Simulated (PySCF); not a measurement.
**Working out the ionisation energy of Zr**

Zr [Kr] 4d2 5s2 (3F) → Zr⁺ [Kr] 4d2 5s1 (4F). Computed with PySCF 2.14 in aug-cc-pVDZ-PP with ECP28MDF (5s5p4d2f, 54 functions), with a scalar-relativistic core potential. Frozen: 4s2 4p6. Energies in hartree (1 hartree = 27.21139 eV):

```json
{"part": "UHF", "Zr (lower)": "-46.302154", "Zr⁺ (upper)": "-46.110366"}
{"part": "MP2 opposite-spin", "Zr (lower)": "-0.031635", "Zr⁺ (upper)": "0.000000"}
{"part": "MP2 same-spin", "Zr (lower)": "-0.009108", "Zr⁺ (upper)": "-0.009077"}
```

Problem. What does Hartree-Fock give?

Solution. (-46.110366) − (-46.302154) = 0.191788 hartree = 5.219 eV.

Problem. What do MP2 and SCS-MP2 (6/5 opposite-spin, 1/3 same-spin) give?

Solution. The opposite-spin parts differ by 0.861 eV and the same-spin parts by 0.001 eV. MP2: 5.219 + (0.861) + (0.001) = 6.081 eV. SCS-MP2: 5.219 + 1.2 × (0.861) + (0.001)/3 = 6.253 eV.

Measured between the centres of the two terms (NIST): 6.639 eV, so MP2 (valence) is off by -0.558 eV.

A double-zeta basis recovers only part of the correlation energy.

What remains against the reference includes basis incompleteness, the frozen core and correlation beyond second order.
